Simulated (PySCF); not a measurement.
C10H8Se, SMILES c1ccc(-c2ccc[se]2)cc1. Atoms are numbered in the order given.

```xyz
19

C     -3.8056     0.4456    -0.4098
C     -3.1289    -0.7731    -0.3895
C     -1.7400    -0.8030    -0.3141
C     -0.9943     0.3851    -0.2483
C      0.4676     0.3688    -0.1729
C      1.3499     1.3274    -0.6104
C      2.7276     1.0381    -0.3941
C      2.9710    -0.1564     0.2235
Se     1.3994    -1.0567     0.6071
C     -1.6903     1.6057    -0.2602
C     -3.0783     1.6340    -0.3466
H     -4.8959     0.4695    -0.4717
H     -3.6868    -1.7110    -0.4421
H     -1.2190    -1.7644    -0.3269
H      1.0113     2.2334    -1.1171
H      3.5290     1.7121    -0.7040
H      3.9390    -0.5818     0.4860
H     -1.1328     2.5410    -0.1785
H     -3.5985     2.5949    -0.3517
```

The structure is a stationary point at PBE0-D3(BJ)/def2-SVP. The values are those of a single conformer.

Level of theory: PBE/def2-SVP run with PySCF.

ESP charges are fitted to the potential on shells at 1.4 to 2.0 van der Waals radii. Atomic charges (e):

```
atom  ESP fit  Mulliken      Löwdin
----  -------  --------  ----------
C1      -0.12      0.01  (withheld)
C2      -0.14      0.01       -0.03
C3      -0.13     -0.04  (withheld)
C4       0.20      0.10       -0.04
C5      -0.20     -0.14       -0.16
C6      -0.03     -0.01       -0.07
C7      -0.22      0.03  (withheld)
C8      -0.21     -0.13  (withheld)
Se9      0.08      0.18  (withheld)
C10     -0.17     -0.02  (withheld)
C11     -0.13      0.01       -0.03
H12      0.12     -0.01  (withheld)
H13      0.13     -0.01        0.03
H14      0.12     -0.01  (withheld)
H15      0.11     -0.01        0.03
H16      0.16      0.00        0.03
H17      0.19      0.04        0.03
H18      0.12     -0.02  (withheld)
H19      0.13     -0.01        0.03
```

**Question.** What belongs in the gaps? (The exact figures need the calculation; the answer reports its results.)

**Answer.** 
- C1, Löwdin: -0.03
- C3, Löwdin: -0.03
- C7, Löwdin: -0.07
- C8, Löwdin: -0.18
- Se9, Löwdin: 0.39
- C10, Löwdin: -0.02
- H12, Löwdin: 0.03
- H14, Löwdin: 0.03
- H18, Löwdin: 0.03

**Question.** Give the Mayer and Wiberg (Löwdin basis) orders of the bonds. (An estimate is asked for; the answer gives what the named calculation found.)

**Answer.** 
```csv
bond,Mayer,Wiberg
C1–C2,1.37,1.46
C2–C3,1.39,1.48
C3–C4,1.34,1.38
C4–C5,1.06,1.12
C5–C6,1.53,1.57
C6–C7,1.25,1.31
C7–C8,1.56,1.65
C5–Se9,1.12,1.25
C8–Se9,1.16,1.32
C4–C10,1.36,1.38
C1–C11,1.37,1.45
C10–C11,1.39,1.49
C1–H12,0.98,0.93
C2–H13,0.98,0.93
C3–H14,0.97,0.92
C6–H15,0.98,0.92
C7–H16,0.98,0.93
C8–H17,0.96,0.96
C10–H18,0.98,0.92
C11–H19,0.98,0.93
```
